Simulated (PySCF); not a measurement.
H₄InNO. Atoms are numbered in the order given.

```xyz
7

In    -0.1987    -0.1066    -0.1801
H     -1.4383    -0.6523    -1.2274
O      0.4897     1.7756    -0.1688
H      0.0495     2.3402    -0.8125
N      0.7029    -1.1164     1.3111
H      1.5463    -0.7260     1.7190
H      0.7429    -2.1294     1.3169
```

Geometry: PBE0-D3(BJ)/def2-SVP. The def2 effective core potentials stand for the cores of In; spin–orbit coupling is left out. Other conformers were not sampled.

Calculation: C-PCM-PBE0/def2-SVP in PySCF.

The values are the electrostatic part of the solvation free energy, E(continuum) − E(gas) at the gas-phase geometry, in a cavity of scaled van der Waals radii (PySCF's table); cavitation and dispersion terms are not included. A continuum can't describe solvent molecules that bind to the metal. In vacuum the orbital gap is 6.22 eV. The dipole moment in vacuum is 1.85 D.

Computed values in water (ε = 78.36), cyclohexanone (ε = 15.62), N,N-dimethylformamide (ε = 37.22):
```
solvent                    ε  ΔG(elec) (kcal/mol)  dipole (D)  gap (eV)
---------------------  -----  -------------------  ----------  --------
water                  78.36                 -8.3        2.38      6.51
cyclohexanone          15.62                 -7.8        2.34      6.50
N,N-dimethylformamide  37.22                 -8.2        2.37      6.51
```
